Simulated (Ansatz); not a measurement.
A nudged elastic band was laid between two geometries of C₃H₆OSi (11 atoms, charge 0, multiplicity 1).

Level of theory: Ansatz 0.2.0, RKS r2SCAN-D4/def2-SVP.

* movable images: 5
* climbing image: yes
* spring: 5.0 eV/Å²
* optimiser: quadratic models (default)
* start path: IDPP
* force threshold: 0.05 eV/Å
* iteration limit: 60
* end points: relaxed

Initial state:

```xyz
11
Properties=species:S:1:pos:R:3
C -1.502 0.896 1.864
C -0.662 0.184 1.334
Si 0.585 -0.828 0.436
C 0.781 0.021 -1.253
O -0.484 0.177 -1.876
H -2.238 1.513 2.349
H 1.859 -0.863 1.215
H 0.048 -2.209 0.279
H 1.325 0.984 -1.144
H 1.398 -0.606 -1.920
H -1.046 0.674 -1.263
```

Final state:

```xyz
11
Properties=species:S:1:pos:R:3
C -0.754 1.633 2.323
C -0.426 0.703 1.601
Si 0.081 -0.639 0.458
C 0.415 0.030 -1.290
O 0.724 -1.043 -2.173
H -1.043 2.446 2.965
H 1.299 -1.318 0.984
H -1.020 -1.646 0.357
H -0.428 0.655 -1.651
H 1.297 0.692 -1.268
H -0.079 -1.569 -2.284
```

Which bonds break or form, and what moves?

No bond is made or broken. The dihedral H7–Si3–C4–O5 goes from -173 to 62°.

What energy profile does the band end with?

The forces met the threshold. The highest image is number 3 of 0 to 6, 15.1 kJ/mol above the first end and 10.3 kJ/mol above the last; the last end lies 4.8 kJ/mol above the first. A vibrational analysis at the climbing image gives one clearly imaginary mode, 101i cm⁻¹: a first-order saddle point.

| image | path coordinate (Å) | energy (kJ/mol) | dihedral H7–Si3–C4–O5 (°) |
| --- | --- | --- | --- |
| 0 | 0.00 | 0.0 | -173 |
| 1 | 0.92 | 3.8 | 166 |
| 2 | 1.83 | 11.2 | 144 |
| 3 | 2.75 | 15.1 | 119 |
| 4 | 3.49 | 12.5 | 99 |
| 5 | 4.23 | 7.3 | 79 |
| 6 | 4.98 | 4.8 | 62 |

What is the geometry of the highest image?


```xyz
11
Properties=species:S:1:pos:R:3
C -0.847 1.324 2.331
C -0.387 0.461 1.598
Si 0.300 -0.771 0.423
C 0.578 0.037 -1.297
O -0.154 -0.585 -2.342
H -1.250 2.075 2.988
H 1.570 -1.310 0.996
H -0.682 -1.887 0.274
H 0.387 1.128 -1.232
H 1.644 -0.069 -1.560
H -1.094 -0.460 -2.159
```

What are the harmonic wavenumbers there?

101i, 119, 215, 268, 311, 344, 526, 630, 681, 715, 719, 725, 762, 864, 934, 1062, 1160, 1281, 1383, 1451, 2126, 2217, 2223, 2981, 3089, 3456, 3824 cm⁻¹.

The band took 5 iterations and of the order of 2.6 core-minutes.

Time of the run: 80 s on 2 threads of Arm Neoverse V2 (shared host), peak memory 0.17 GiB.
